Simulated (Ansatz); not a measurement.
CH5AlFNO, SMILES `[NH2][AlH][O]CF`, relaxed with RKS PBE-D4/def2-SVP in Ansatz 0.2.0 from a rough embedded geometry. The force threshold is 0.03 eV/Å; the program also tests the step.

The species carries charge 0 and has multiplicity 1.

Start:

```xyz
10

N     1.575   -1.624   -0.022
Al    0.897   -0.093    0.797
O     0.085    1.178   -0.239
C    -1.324    1.009   -0.369
F    -1.879    1.927   -1.118
H     0.728   -2.129   -0.528
H     2.224   -1.365   -0.767
H     1.010    0.137    2.345
H    -1.814    0.984    0.703
H    -1.501   -0.024   -0.802
```

Problem. How much energy does the relaxation release, and in how many steps? (An estimate is asked.)

Solution. Computed: 1.24 eV, in 33 steps.

Problem. Which bonds change most? (An estimate is asked.)

Solution. Computed: C4–F5 from 1.309 to 1.404 Å; Al2–O3 from 1.830 to 1.738 Å; N1–Al2 from 1.863 to 1.774 Å; N1–H6 from 1.109 to 1.021 Å.

Problem. Give the relaxed structure. (An estimate is asked.)

Solution. The calculation gave: 
```xyz
10

N     1.572   -1.048   -0.335
Al    0.696   -0.358    1.045
O    -0.770    0.543    0.801
C    -1.477    0.906   -0.305
F    -0.756    0.653   -1.483
H     2.432   -1.598   -0.290
H     1.274   -0.908   -1.303
H     1.157   -0.520    2.550
H    -1.698    2.001   -0.294
H    -2.431    0.329   -0.386
```
